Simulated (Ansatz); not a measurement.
# Molecular dynamics of H₆C₃O

The input (input.yaml):

```yaml
accuracy: low
crystal:
  lattice:
    - [7.541987, 0.0, 0.0]
    - [0.0, 7.541987, 0.0]
    - [0.0, 0.0, 7.541987]
  atoms:
    - { symbol: O, position: [-0.02248547, 0.92123832, 0.7326169] }
    - { symbol: C, position: [-0.04616085, 0.77549163, 0.66060184] }
    - { symbol: H, position: [-0.0988188, 0.74135336, 0.52369643] }
    - { symbol: H, position: [-0.01061998, 0.65635404, 0.73889911] }
    - { symbol: O, position: [0.23902963, 0.4170811, 0.23698918] }
    - { symbol: C, position: [0.2953895, 0.27036897, 0.22525293] }
    - { symbol: H, position: [0.25291851, 0.16729076, 0.31893284] }
    - { symbol: H, position: [0.42161814, 0.23582822, 0.14859305] }
    - { symbol: O, position: [0.77873826, 0.66154742, 1.23966352] }
    - { symbol: C, position: [0.70088673, 0.67103829, 1.09580273] }
    - { symbol: H, position: [0.6900713, 0.7856643, 1.01533543] }
    - { symbol: H, position: [0.61320686, 0.55577537, 1.02748012] }
    - { symbol: C, position: [0.65663137, 0.25191824, 0.50203431] }
    - { symbol: C, position: [0.68846013, 0.17011717, 0.34770633] }
    - { symbol: H, position: [0.72704293, 0.37906985, 0.52294298] }
    - { symbol: H, position: [0.54757334, 0.22157356, 0.59946152] }
    - { symbol: H, position: [0.79452827, 0.19270745, 0.2522282] }
    - { symbol: H, position: [0.61631667, 0.0476881, 0.30618882] }
    - { symbol: C, position: [0.40102764, 0.73778598, 0.69732127] }
    - { symbol: C, position: [0.42526576, 0.68190819, 0.52434846] }
    - { symbol: H, position: [0.50046442, 0.83049565, 0.76605905] }
    - { symbol: H, position: [0.27420398, 0.71630443, 0.76615835] }
    - { symbol: H, position: [0.52630986, 0.72238905, 0.43173446] }
    - { symbol: H, position: [0.30575743, 0.62272375, 0.46649088] }
    - { symbol: C, position: [0.10692591, 0.34930812, 0.81263613] }
    - { symbol: C, position: [0.15560854, 0.33639158, 0.64002447] }
    - { symbol: H, position: [-0.01834489, 0.29943925, 0.86078041] }
    - { symbol: H, position: [0.1994536, 0.40155397, 0.9057101] }
    - { symbol: H, position: [0.09664328, 0.26204762, 0.53323868] }
    - { symbol: H, position: [0.28747156, 0.37778321, 0.59781226] }
basis:
  ecutwfc: 420.0
kpoints:
  mp_grid: { grid: [1, 1, 1] }
hamiltonian:
  xc: pbe
  dispersion: d3bj
scf:
  occupations: { method: fermi_dirac, width: 0.02 }
  lower_state_search: "off"
md:
  timestep: 0.5
  n_steps: 400
  ensemble: nve
  temperature: 300.0
  initial_velocities: maxwell_boltzmann
  seed: 603238
```

Command:

```bash
$ ansatz run input.yaml --threads 1 --pin off --max-ram 3072MiB --backend cpu --events-out ev --progress --plain --runs-dir out
```

It goes on from the last frame of an earlier run, with new velocities.

Output, in part (step lines):

```
md step     0: t =     0.00 fs  T =   300.0 K  F+E_penalty+E_count = -4242.84746446 eV  E_kin = 1.124562 eV  conserved = -4241.72290247 eV  (10 SCF iters)
md step     1: t =     0.50 fs  T =   316.2 K  F+E_penalty+E_count = -4242.90886868 eV  E_kin = 1.185398 eV  conserved = -4241.72347045 eV  (9 SCF iters)
md step     2: t =     1.00 fs  T =   332.1 K  F+E_penalty+E_count = -4242.96885204 eV  E_kin = 1.244873 eV  conserved = -4241.72397931 eV  (9 SCF iters)
md step     3: t =     1.50 fs  T =   345.7 K  F+E_penalty+E_count = -4243.02022012 eV  E_kin = 1.295981 eV  conserved = -4241.72423890 eV  (9 SCF iters)
md step     4: t =     2.00 fs  T =   356.3 K  F+E_penalty+E_count = -4243.05972731 eV  E_kin = 1.335547 eV  conserved = -4241.72418075 eV  (9 SCF iters)
md step     5: t =     2.50 fs  T =   364.2 K  F+E_penalty+E_count = -4243.08898185 eV  E_kin = 1.365051 eV  conserved = -4241.72393080 eV  (5 SCF iters)
md step     6: t =     3.00 fs  T =   370.5 K  F+E_penalty+E_count = -4243.11253446 eV  E_kin = 1.388824 eV  conserved = -4241.72371076 eV  (4 SCF iters)
md step     7: t =     3.50 fs  T =   376.4 K  F+E_penalty+E_count = -4243.13457763 eV  E_kin = 1.410933 eV  conserved = -4241.72364492 eV  (4 SCF iters)
[... lines left out ...]
md step   400: t =   200.00 fs  T =   365.5 K  F+E_penalty+E_count = -4243.09481124 eV  E_kin = 1.370255 eV  conserved = -4241.72455635 eV  (9 SCF iters)
```

The steps, from the saved trajectory:

| time (fs) | T (K) | potential energy less start (eV) | conserved less start (meV/atom) |
| --- | --- | --- | --- |
| 0.0 | 300 | 0.000 | 0.00 |
| 6.5 | 397 | -0.365 | -0.07 |
| 13.0 | 273 | 0.100 | 0.01 |
| 19.5 | 393 | -0.351 | -0.05 |
| 26.0 | 270 | 0.111 | -0.05 |
| 32.5 | 411 | -0.419 | -0.09 |
| 39.0 | 255 | 0.169 | 0.00 |
| 45.5 | 383 | -0.311 | -0.01 |
| 52.0 | 272 | 0.106 | 0.05 |
| 58.5 | 361 | -0.228 | 0.01 |
| 65.0 | 374 | -0.276 | -0.01 |
| 71.5 | 329 | -0.109 | 0.02 |
| 78.0 | 417 | -0.438 | -0.04 |
| 84.5 | 382 | -0.311 | -0.07 |
| 91.0 | 398 | -0.371 | -0.08 |
| 97.5 | 356 | -0.211 | -0.02 |
| 104.0 | 355 | -0.205 | 0.00 |
| 110.5 | 327 | -0.100 | 0.01 |
| 117.0 | 345 | -0.168 | -0.01 |
| 123.5 | 360 | -0.227 | -0.02 |
| 130.0 | 317 | -0.064 | 0.03 |
| 136.5 | 356 | -0.211 | 0.02 |
| 143.0 | 365 | -0.245 | -0.02 |
| 149.5 | 383 | -0.314 | -0.06 |
| 156.0 | 359 | -0.223 | -0.01 |
| 162.5 | 331 | -0.114 | 0.05 |
| 169.0 | 365 | -0.244 | 0.00 |
| 175.5 | 309 | -0.036 | -0.01 |
| 182.0 | 393 | -0.350 | -0.06 |
| 188.5 | 320 | -0.077 | -0.06 |
| 195.0 | 347 | -0.174 | 0.00 |

All steps were run. The conserved energy stayed within 0.1 meV per atom of its start (net change -0.055 meV per atom), so the integration is sound. A run of 0.2 ps of so small a system gives no equilibrium averages. Limits of this set-up: coarse k mesh, low accuracy level.

Mean squared displacements from the first frame to the last, about the centre of mass: O 0.83 Å², C 0.66 Å², H 2.33 Å².

Last frame:

```xyz
30
Lattice="7.5420 0.0000 0.0000 0.0000 7.5420 0.0000 0.0000 0.0000 7.5420" Properties=species:S:1:pos:R:3
O -1.252 6.534 5.432
C -0.914 6.194 4.319
H 0.019 6.609 3.881
H -1.385 5.338 3.727
O 2.568 2.424 1.842
C 2.080 1.542 1.144
H 1.240 0.865 1.327
H 2.715 1.155 0.304
O 5.927 5.110 9.235
C 6.130 5.483 8.088
H 6.383 6.511 7.891
H 5.955 4.854 7.140
C 5.228 1.938 3.663
C 5.827 1.557 2.528
H 4.301 2.415 3.679
H 5.665 1.932 4.662
H 5.324 1.757 1.592
H 6.723 0.956 2.487
C 3.169 6.016 5.592
C 2.880 6.112 4.242
H 2.829 6.813 6.219
H 3.652 5.200 6.160
H 2.305 6.944 3.879
H 3.174 5.277 3.552
C 0.300 2.314 6.584
C 1.101 1.927 5.606
H -0.303 1.779 7.370
H 0.011 3.363 6.689
H 1.417 0.900 5.457
H 1.560 2.642 4.870
```

Run time: 6.1 min on 1 thread of Intel(R) Xeon(R) 6975P-C (Granite Rapids), on a shared host, peak memory 0.5 GiB.
